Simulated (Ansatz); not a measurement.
Stepwise reaction of `S[SiH](S)Cl` with methanol, as a gas-phase model of exchange steps in deposition or etching. ΔE in kJ/mol.

Gas-phase electronic energies from Ansatz, PBE0-D4/def2-TZVP geometries. CCSD(T)/CBS adds triple-zeta CCSD(T) − MP2 to the extrapolated MP2 energy (def2 sets, frozen cores). This one scheme is used for every species. DFT in def2-TZVPP. B3LYP here is the variant with VWN-RPA as its local correlation; programs differ in this. One conformer a species, not always the lowest.

```csv
step,reaction,PBE-D4,B3LYP-D4,ωB97M-V,CCSD(T)/CBS
1,`S[SiH](S)Cl` + CH₃OH → `CO[SiH](S)Cl` + H₂S,-34.1,-49.1,-48.8,-46.9
2,`CO[SiH](S)Cl` + CH₃OH → `CO[SiH](Cl)OC` + H₂S,-39.0,-54.9,-53.3,-52.5
```

Question: By hand: ΔE of the 2 steps together at CCSD(T)/CBS.

Answer: (-46.9) + (-52.5) = -99.4 kJ/mol, or -49.7 kJ/mol a step.

In ΔE each step is lower than the one before. All are downhill at CCSD(T)/CBS. PBE-D4 differs from CCSD(T)/CBS by 12.8 to 13.5 kJ/mol a step. Isolated molecules leave out the surface, adducts and barriers. Largest T1 diagnostic: 0.011.
